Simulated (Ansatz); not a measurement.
Diatomic ScCl, multiplicity 3 (not the ground state: that is measured with 2S+1 = 1). No spin–orbit coupling. Sc is treated without relativity.

Constants: fifth-degree fit in 1/R to seven points, most abundant isotopes. Runs in def2 and cc sets follow the lowest solution found near the PBE0 minimum.

Correlated levels freeze the inner cores; with def2 sets outer-core shells near the valence are correlated too.

The values were computed with Ansatz (an electronic-structure program) with Gaussian orbitals. Values without a source in brackets are computed.

```tsv
level	r_e (Å)	ω_e (cm⁻¹)	ω_e x_e (cm⁻¹)	dipole (D)
PBE/def2-TZVPP	2.297	___	1.4	3.62
PBE0/def2-TZVPP	2.308	404	1.4	3.76
wB97X-V/def2-TZVPP	2.327	400	1.4	3.76
CCSD/def2-TZVPP	2.345	396	1.4	-
CCSD(T)/def2-TZVPP	___	___	1.4	-
```

What belongs in the gaps?


- CCSD(T)/def2-TZVPP, r_e (Å): 2.338
- CCSD(T)/def2-TZVPP, ω_e (cm⁻¹): 399
- PBE/def2-TZVPP, ω_e (cm⁻¹): 403
